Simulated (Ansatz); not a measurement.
Ideal-gas functions of CH2BClO, SMILES `O=CBCl` at 400 K and 1 bar, from an Ansatz frequency run at PBE0-D4/def2-TZVP.

Molar mass 76.29 g/mol, point group C1 (symmetry number 1), electronic degeneracy 1, moments of inertia 17.939, 184.046, 188.05 u Å². Harmonic wavenumbers (cm⁻¹, unscaled): 55, 242, 272, 691, 840, 930, 992, 1127, 1406, 1776, 2686, 2868.

Use S(trans) = R[1.5 ln M + 2.5 ln T − 1.1517]; rotational temperatures θ = 24.2544 K / I; S(rot) = R[ln(√π/σ · √(T³/θAθBθC)) + 1.5]; for each mode x = 1.438777 ν̃/T, S = R[x/(eˣ − 1) − ln(1 − e⁻ˣ)] and H = RT x/(eˣ − 1); 1 cm⁻¹ = 0.0119627 kJ/mol; R = 8.31446 J/(mol·K).

Problem. By hand: the entropy, in J/(mol·K).

Solution. Translation 169.0. Rotation: θ = 1.352, 0.1318, 0.129 K, giving 107.6. Vibration, mode by mode: 21.80, 9.73, 8.82, 2.60, 1.70, 1.31, 1.10, 0.74, 0.32, 0.10, 0.01, 0.00, in all 48.2. Electronic 0.0. Sum 324.8 J/(mol·K).

Problem. By hand: H − E and G − E in kJ/mol, counted from the electronic energy.

Solution. Zero-point energy ½ × 13885 × 0.0119627 = 83.1; thermal vibration 9.5; translation, rotation and pV give 4 RT = 13.3. H − E = 105.9 kJ/mol, and G − E = 105.9 − 400 × 324.8/1000 = -24.0 kJ/mol.

Vibration gives 15 % of the entropy, 21.8 J/(mol·K) of it from the mode under 150 cm⁻¹: soft modes count most, and the harmonic formula is weakest for them. The sum counts one conformer and one mirror image; others add a mixing term.
